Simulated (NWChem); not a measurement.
Program: NWChem. System: arsenic trifluoride (AsF3), charge 0, spin multiplicity 1, at a geometry optimised with PBE0/def2-SVP. Level: CCSD(T)/def2-SVP, 12 core orbitals frozen.

Job file:

```
start mol
memory heap 100 mb stack 700 mb global 1900 mb
geometry units angstroms nocenter noautoz
  F      0.738925    -0.489175     1.281763
  As     0.000896     0.398876     0.000000
  F      0.738925    -0.489175    -1.281763
  F     -1.481134    -0.484194     0.000000
  symmetry group Cs
end
basis spherical
  * library def2-svp
end
scf
  rhf
  nopen 0
  maxiter 100
  thresh 1e-7
  semidirect memsize 60000000 filesize 0
end
ccsd
  freeze core 12
  maxiter 60
end
task ccsd(t) energy
```

Part of the output:

```
             Northwest Computational Chemistry Package (NWChem) 7.3.0
             --------------------------------------------------------

                                NWChem Input Module
                                -------------------

 Scaling coordinates for geometry "geometry" by  1.889725989
 (inverse scale =  0.529177249)

 Turning off AUTOSYM since
 SYMMETRY directive was detected!

                             Geometry "geometry" -> ""
                             -------------------------

 Output coordinates in angstroms (scale by  1.889725989 to convert to a.u.)

  No.       Tag          Charge          X              Y              Z
 ---- ---------------- ---------- -------------- -------------- --------------
    1 F                    9.0000     0.73892500    -0.48917500     1.28176300
    2 As                  33.0000     0.00089600     0.39887600     0.00000000
    3 F                    9.0000     0.73892500    -0.48917500    -1.28176300
    4 F                    9.0000    -1.48113400    -0.48419400     0.00000000

 Effective nuclear repulsion energy (a.u.)     323.4651667098

            Nuclear Dipole moment (a.u.)
            ----------------------------
        X                 Y               Z
 ---------------- ---------------- ----------------
     0.0000226767     0.0000226767     0.0000000000

      Symmetry information
      --------------------

 Group name             Cs
 Group number              2
 Group order               2
 No. of unique centers     3

      Symmetry unique atoms

     1    2    4


 Summary of "ao basis" -> "" (spherical)
 ------------------------------------------------------------------------------
       Tag                 Description            Shells   Functions and Types
 ---------------- ------------------------------  ------  ---------------------
 *                          def2-svp                  on all atoms

 Summary of "ao basis" -> "ao basis" (spherical)
 ------------------------------------------------------------------------------
       Tag                 Description            Shells   Functions and Types
 ---------------- ------------------------------  ------  ---------------------
 F                          def2-svp                 6       14   3s2p1d
 As                         def2-svp                12       32   5s4p3d

                                 NWChem SCF Module
                                 -----------------

  ao basis        = "ao basis"
  functions       =    74
  atoms           =     4
  closed shells   =    30
  open shells     =     0
  charge          =   0.00
  wavefunction    = RHF
  use symmetry    = T
  symmetry adapt  = T

 Summary of "ao basis" -> "ao basis" (spherical)
 ------------------------------------------------------------------------------
       Tag                 Description            Shells   Functions and Types
 ---------------- ------------------------------  ------  ---------------------
 F                          def2-svp                 6       14   3s2p1d
 As                         def2-svp                12       32   5s4p3d

      Symmetry analysis of basis
      --------------------------

        a'         46
        a"         28

 Forming initial guess at       0.1s

      Superposition of Atomic Density Guess
      -------------------------------------

 Sum of atomic energies:       -2531.73716087

      Non-variational initial energy
      ------------------------------

 Total energy =   -2531.977650
 1-e energy   =   -4177.453562
 2-e energy   =    1322.010745
 HOMO         =      -0.359098
 LUMO         =       0.052958

      Symmetry analysis of molecular orbitals - initial
      -------------------------------------------------

  Numbering of irreducible representations:

     1 a'          2 a"

  Orbital symmetries:

     1 a'          2 a'          3 a'          4 a"          5 a'
     6 a'          7 a'          8 a"          9 a'         10 a'
    11 a"         12 a'         13 a'         14 a"         15 a"
    16 a'         17 a'         18 a'         19 a'         20 a"
    21 a'         22 a"         23 a'         24 a'         25 a"
    26 a'         27 a"         28 a'         29 a"         30 a'
    31 a'         32 a"         33 a'         34 a'         35 a"
    36 a'         37 a'         38 a'         39 a"         40 a'

 Starting SCF solution at       0.5s

 ----------------------------------------------
         Quadratically convergent ROHF

 Convergence threshold     :          1.000E-07
 Maximum no. of iterations :          100
 Final Fock-matrix accuracy:          1.000E-09
 ----------------------------------------------

              iter       energy          gnorm     gmax       time
             ----- ------------------- --------- --------- --------
                 1    -2531.9532684283  1.37D+00  2.65D-01      0.5
                 2    -2532.0436412805  2.97D-01  5.89D-02      0.5
                 3    -2532.0501808303  8.69D-03  2.47D-03      0.6
                 4    -2532.0501911689  3.43D-05  1.21D-05      0.7
                 5    -2532.0501911690  6.94D-09  1.30D-09      0.8

       Final RHF  results
       ------------------

         Total SCF energy =  -2532.050191169029
      One-electron energy =  -4174.707095358829
      Two-electron energy =   1319.191737479962
 Nuclear repulsion energy =    323.465166709838

        Time for solution =      0.4s

       Symmetry analysis of molecular orbitals - final
       -----------------------------------------------

  Numbering of irreducible representations:
[...]
     2   0 2 0    -23.452721      0.000000     41.665828
     2   0 1 1      0.000000      0.000000      0.000000
     2   0 0 2    -25.460939      0.000000    105.605281

                   Four-Index Transformation
                   -------------------------
          Number of basis functions:             74
          Number of shells:                      30
          Number of occupied orbitals:           30
          Number of occ. correlated orbitals:    18
          Block length:                          16
          Superscript MO index range:     13 -   30
          Subscript MO index range:       13 -   74
          MO coefficients read from:  ./mol.movecs
          Number of operator matrices in core:  342
          Half-transformed integrals produced

     Pass:    1     Index range:   13  -   30     Time:      2.24
 ------------------------------------------
 MP2 Energy (coupled cluster initial guess)
 ------------------------------------------
 Reference energy:          -2532.050191169028949
 MP2 Corr. energy:             -0.787928975612514
 Total MP2 energy:          -2532.838120144641380

 ****************************************************************************
              the segmented parallel ccsd program:    1 nodes
 ****************************************************************************

 level of theory    ccsd(t)
 number of core        12
 number of occupied    18
 number of virtual     44
 number of deleted      0
 total functions       74
 number of shells      30
 basis label          566

   ***** ccsd parameters *****
   iprt   =     0
   convi  =  0.100E-05
   maxit  =    60
   mxvec  =     5
 memory            104847748
  Using  1 OpenMP thread(s) in CCSD
  IO offset    20.000000000000000
  IO error message >End of File
  file_read_ga: failing reading from ./mol.t2
  Failed reading restart vector from ./mol.t2
  Using MP2 initial guess vector

-------------------------------------------------------------------------
 iter     correlation     delta       rms       T2     Non-T2      Main
             energy      energy      error      ampl     ampl      Block
                                                time     time      time
-------------------------------------------------------------------------
   1     -0.7652821347 -7.653D-01  5.410D-02     4.20     0.00     3.89
   2     -0.7867146762 -2.143D-02  1.351D-01     4.00     0.00     3.74
   3     -0.7850322045  1.682D-03  1.271D-02     4.06     0.00     3.79
   4     -0.7872130947 -2.181D-03  2.934D-03     4.11     0.00     3.84
   5     -0.7876871311 -4.740D-04  1.060D-03     4.16     0.00     3.89
   6     -0.7876839863  3.145D-06  8.506D-04     4.21     0.00     3.93
   7     -0.7876878595 -3.873D-06  7.247D-05     4.16     0.00     3.89
   8     -0.7876881266 -2.671D-07  1.551D-04     4.12     0.00     3.85
   9     -0.7876869938  1.133D-06  1.318D-05     4.57     0.00     4.28
  10     -0.7876876871 -6.933D-07  8.728D-06     4.18     0.00     3.90
  11     -0.7876880441 -3.571D-07  1.621D-06     4.14     0.00     3.87
  12     -0.7876882242 -1.800D-07  6.386D-07     4.13     0.00     3.85
                  *************converged*************
-------------------------------------------------------------------------

 -----------
 CCSD Energy
 -----------
 Reference energy:           -2532.050191169028949
 CCSD corr. energy:             -0.787688224185705
 Total CCSD energy:          -2532.837879393214735

 --------------------------------
 Spin Component Scaled (SCS) CCSD
 --------------------------------
 Same spin contribution:                 -0.201384070448950
 Same spin scaling factor:                1.130000000000000
 Opposite spin contribution:             -0.586304153736755
 Opposite spin scaling fact.:             1.270000000000000
 SCS-CCSD correlation energy:            -0.972170274852992
 Total SCS-CCSD energy:               -2533.022361443881891
 memory            104847748

*********triples calculation*********

nkpass=    1; nvpass=    1; memdrv=         241516; memtrn=         854297; memavail=      104846940
 memory available/node                      104846940
 total number of virtual orbitals        44
 number of virtuals per integral pass    44
 number of integral evaluations           1
 number of occupied per triples pass     18
 number of triples passes                 1

 commencing integral evaluation        1 at          52.40
  symmetry use  T
task         2 out of       465 done   0%  at       0.1 secs
task        24 out of       465 done   5%  at       0.3 secs
task        52 out of       465 done  11%  at       0.6 secs
task        70 out of       465 done  15%  at       0.7 secs
task        93 out of       465 done  20%  at       0.9 secs
task       117 out of       465 done  25%  at       1.0 secs
task       140 out of       465 done  30%  at       1.1 secs
task       165 out of       465 done  35%  at       1.2 secs
task       186 out of       465 done  40%  at       1.3 secs
task       211 out of       465 done  45%  at       1.4 secs
task       233 out of       465 done  50%  at       1.5 secs
task       256 out of       465 done  55%  at       1.6 secs
task       279 out of       465 done  60%  at       1.7 secs
task       307 out of       465 done  66%  at       1.8 secs
task       332 out of       465 done  71%  at       1.8 secs
task       353 out of       465 done  75%  at       1.8 secs
task       372 out of       465 done  80%  at       1.9 secs
task       396 out of       465 done  85%  at       2.0 secs
task       419 out of       465 done  90%  at       2.1 secs
task       442 out of       465 done  95%  at       2.1 secs
task       465 out of       465 done 100%  at       2.2 secs
 commencing triples evaluation - blocking       1
 ccsd(t): done        1 out of       44 progress:    2.3%
 ccsd(t): done        2 out of       44 progress:    4.5%
 ccsd(t): done        3 out of       44 progress:    6.8%
 ccsd(t): done        4 out of       44 progress:    9.1%
 ccsd(t): done        5 out of       44 progress:   11.4%
 ccsd(t): done        6 out of       44 progress:   13.6%
 ccsd(t): done        7 out of       44 progress:   15.9%
 ccsd(t): done        8 out of       44 progress:   18.2%
 ccsd(t): done        9 out of       44 progress:   20.5%
 ccsd(t): done       10 out of       44 progress:   22.7%
 ccsd(t): done       11 out of       44 progress:   25.0%
 ccsd(t): done       12 out of       44 progress:   27.3%
 ccsd(t): done       13 out of       44 progress:   29.5%
 ccsd(t): done       14 out of       44 progress:   31.8%
 ccsd(t): done       15 out of       44 progress:   34.1%
 ccsd(t): done       16 out of       44 progress:   36.4%
 ccsd(t): done       17 out of       44 progress:   38.6%
 ccsd(t): done       18 out of       44 progress:   40.9%
 ccsd(t): done       19 out of       44 progress:   43.2%
 ccsd(t): done       20 out of       44 progress:   45.5%
 ccsd(t): done       21 out of       44 progress:   47.7%
 ccsd(t): done       22 out of       44 progress:   50.0%
 ccsd(t): done       23 out of       44 progress:   52.3%
 ccsd(t): done       24 out of       44 progress:   54.5%
 ccsd(t): done       25 out of       44 progress:   56.8%
 ccsd(t): done       26 out of       44 progress:   59.1%
 ccsd(t): done       27 out of       44 progress:   61.4%
 ccsd(t): done       28 out of       44 progress:   63.6%
 ccsd(t): done       29 out of       44 progress:   65.9%
 ccsd(t): done       30 out of       44 progress:   68.2%
 ccsd(t): done       31 out of       44 progress:   70.5%
 ccsd(t): done       32 out of       44 progress:   72.7%
 ccsd(t): done       33 out of       44 progress:   75.0%
 ccsd(t): done       34 out of       44 progress:   77.3%
 ccsd(t): done       35 out of       44 progress:   79.5%
 ccsd(t): done       36 out of       44 progress:   81.8%
 ccsd(t): done       37 out of       44 progress:   84.1%
 ccsd(t): done       38 out of       44 progress:   86.4%
 ccsd(t): done       39 out of       44 progress:   88.6%
 ccsd(t): done       40 out of       44 progress:   90.9%
 ccsd(t): done       41 out of       44 progress:   93.2%
 ccsd(t): done       42 out of       44 progress:   95.5%
 ccsd(t): done       43 out of       44 progress:   97.7%
 ccsd(t): done       44 out of       44 progress:  100.0%
 Time for integral evaluation pass     1        2.23
 Time for triples evaluation pass      1       10.22

 pseudo-e(mp4)  -0.18443663432398E-01
 pseudo-e(mp5)   0.24928229626368E-02
        e(t)    -0.15950840469761E-01

 --------------
 CCSD(T) Energy
 --------------
 Reference energy:                   -2532.050191169028949

 CCSD corr. energy:                     -0.787688224185705
 T(CCSD) corr. energy:                  -0.018443663432398
 Total CCSD+T(CCSD) energy:          -2532.856323056646943

 CCSD corr. energy:                     -0.787688224185705
 (T) corr. energy:                      -0.015950840469761
 Total CCSD(T) energy:               -2532.853830233684221

 routine      calls  cpu(0)   cpu-min  cpu-ave  cpu-max   i/o
 aoccsd          1     0.02     0.02     0.02     0.02    0.00
 iterdrv         1     0.02     0.02     0.02     0.02    0.00
 pampt          12     0.16     0.16     0.16     0.16    0.00
 t2pm           12     0.36     0.36     0.36     0.36    0.00
 sxy            12     0.39     0.39     0.39     0.39    0.00
 ints      2490084    30.25    30.25    30.25    30.25    0.00
 t2eri        5580    13.59    13.59    13.59    13.59    0.00
 idx2         5580     1.77     1.77     1.77     1.77    0.00
 idx34          12     0.26     0.26     0.26     0.26    0.00
 ht2pm          12     0.41     0.41     0.41     0.41    0.00
 itm            12     2.39     2.39     2.39     2.39    0.00
 pdiis          12     0.04     0.04     0.04     0.04    0.00
 triples         1     0.00     0.00     0.00     0.00    0.00
 rdtrpo          1     0.02     0.02     0.02     0.02    0.00
 trpmos          1     2.23     2.23     2.23     2.23    0.00
 trpdrv          1     1.33     1.33     1.33     1.33    0.00
 dovvv      270864     3.62     3.62     3.62     3.62    0.00
 doooo      270864     1.78     1.78     1.78     1.78    0.00
 tengy      256608     3.26     3.26     3.26     3.26    0.00
 Total                61.91    61.91    61.91    61.91    0.00

 Task  times  cpu:       65.7s     wall:       65.7s

 Total times  cpu:       65.7s     wall:       65.7s
```
